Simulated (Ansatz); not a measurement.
```yaml
crystal:
  periodic: [false, false, false]
  atoms:
    - {symbol: B, position_ang: [-1.581857, 1.632321, 0.525461]}
    - {symbol: Al, position_ang: [-0.089031, 0.126476, 0.393655]}
    - {symbol: N, position_ang: [0.698792, -0.523229, 1.843688]}
    - {symbol: Si, position_ang: [0.673282, -0.837913, -1.741268]}
    - {symbol: H, position_ang: [-2.752298, 1.381718, 0.612612]}
    - {symbol: H, position_ang: [-1.329390, 2.803905, 0.461209]}
    - {symbol: H, position_ang: [1.411151, -1.235667, 1.826463]}
    - {symbol: H, position_ang: [0.510597, -0.246418, 2.793721]}
    - {symbol: H, position_ang: [1.229927, 0.204288, -2.654395]}
    - {symbol: H, position_ang: [-0.443482, -1.493830, -2.484534]}
    - {symbol: H, position_ang: [1.737810, -1.868550, -1.556012]}
basis:
  gaussian: {orbitals: def2-SVP, final_grid: {core_spheres: 20, valence_spheres: 16, degree: 47}}
hamiltonian: {xc: {name: HF}}
correlation: {active_space: {window: {electrons: 3, orbitals: 2}}}
output: {forces: true}
```

```sh
$ ansatz run in.yaml --threads 2 --pin off --events-out ev --progress --plain --max-ram 4352MiB
```

It prints (some lines left out):

```
Functional definition: HF
977 factors; integrals over basis functions are off by at most 1.3e-3 eV
mean field evaluation 1: about -16699.4848 eV, gradient 3.5e1 eV
mean field evaluation 2: about -16699.5169 eV, gradient 3.5e1 eV
mean field evaluation 4: about -16702.8077 eV, gradient 3.1e0 eV
mean field evaluation 8: about -16702.8631 eV, gradient 1.2e-1 eV
mean field -16702.86330810 eV, -613.8189049654 hartree, gradient 3.9e-6 eV, S^2 0.000000; 0 other end points of the search recorded, 0 dependent functions left out
reference -16702.86330810 eV, -613.8189049654 hartree; 23, 23 occupied and 76, 76 virtual orbitals, 977 factors
Error: 3 electrons in 2 orbitals form no window around the highest filled level of the reference
```

Problem. Something in this input is off. What?

Solution. The active space doesn't fit the electrons. The run stopped with an error.
